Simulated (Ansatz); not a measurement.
Consider the formal exchange of groups at the Si–Al bond: `F[SiH2][AlH2]` + `C=NC(=N)OC` → `COC(=N)[SiH2]F` + `C=[N][AlH2]`.

Gas-phase electronic energies from Ansatz, PBE0-D4/def2-TZVP geometries. CCSD(T)/CBS is the MP2 limit (def2-TZVPP, def2-QZVPP) plus CCSD(T) − MP2 in def2-TZVPP, frozen cores. Functionals use def2-TZVPP. One conformer a species, not always the lowest.

```
         species  PBE energy (Eh)
 `F[SiH2][AlH2]`       -633.86600
    `C=NC(=N)OC`       -302.38012
`COC(=N)[SiH2]F`       -598.82423
   `C=[N][AlH2]`       -337.45719
```

(1) Work out ΔE.

Largest T1 diagnostic among the species: 0.015.

## Answers

(1) ΔE = (-598.82423) + (-337.45719) − (-633.86600) − (-302.38012) = -0.03530 Eh = -0.96 eV. CCSD(T)/CBS gives -1.09 eV.

In def2-TZVPP, CCSD(T) changes the Hartree–Fock value by −0.03 eV (the triples alone add −0.00 eV) and MP2 by −0.16 eV. From PBE to PBE0 (25 % exact exchange), in def2-TZVPP and without D4, ΔE moves by +0.04 eV.
